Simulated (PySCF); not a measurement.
PySCF 2.14 output of an unrestricted PBE calculation on a single atom or ion in aug-cc-pVQZ-X2C (9s8p6d3f2g, 102 functions), with scalar relativity by spin-free X2C-1e:

```
SCF conv_tol = 1e-09
number electrons alpha = 19  beta = 18
    J. P. Perdew, K. Burke, and M. Ernzerhof.,  Phys. Rev. Lett. 77, 3865 (1996)
    J. P. Perdew, K. Burke, and M. Ernzerhof.,  Phys. Rev. Lett. 78, 1396 (1997)
    J. P. Perdew, K. Burke, and M. Ernzerhof.,  Phys. Rev. Lett. 77, 3865 (1996)
    J. P. Perdew, K. Burke, and M. Ernzerhof.,  Phys. Rev. Lett. 78, 1396 (1997)
cycle= 1 E= -2980.58823020977  delta_E= -0.00563  |g|= 0.0133  |ddm|= 3.43
cycle= 2 E= -2980.58831382879  delta_E= -8.36e-05  |g|= 0.00183  |ddm|= 0.342
cycle= 3 E= -2980.58831721866  delta_E= -3.39e-06  |g|= 0.000284  |ddm|= 0.066
cycle= 4 E= -2980.58831756842  delta_E= -3.5e-07  |g|= 5.64e-05  |ddm|= 0.0298
cycle= 5 E= -2980.58831757037  delta_E= -1.95e-09  |g|= 2.47e-06  |ddm|= 0.00378
cycle= 6 E= -2980.58831757038  delta_E= -1.64e-11  |g|= 2.41e-07  |ddm|= 0.000232
converged SCF energy = -2980.58831757038  <S^2> = 0.75000434  2S+1 = 2.0000043
```

The run itself started from symmetry-adapted Hartree-Fock orbitals and held the occupation by maximum overlap, on a logarithmic radial grid, so the iterations belong to that start.

Problem. Which element, charge and spin multiplicity is this?

Solution. Rb (rubidium, neutral), multiplicity 2; the state was [Kr] 5p1, 2P determinant (an excited configuration).
